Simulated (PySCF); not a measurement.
BClBr₂, SMILES ClB(Br)Br. Heavy atoms are numbered as in [B:1]([Cl:2])([Br:3])[Br:4].

Geometry: PBE0-D3(BJ)/def2-SVP.

Level of theory: PBE/def2-TZVPD (PySCF).

Mulliken values depend strongly on the basis, most of all with diffuse functions as here. Atomic charges (e), one atom of each kind:

```csv
atom,Mulliken,IAO
B1,0.55,…
Cl2,-0.18,…
Br3,-0.18,…
```

Task: Complete the blanks. (The exact figures need the calculation; the answer reports its results.)

Result: 
- B1, IAO: -0.08
- Cl2, IAO: 0.00
- Br3, IAO: 0.04
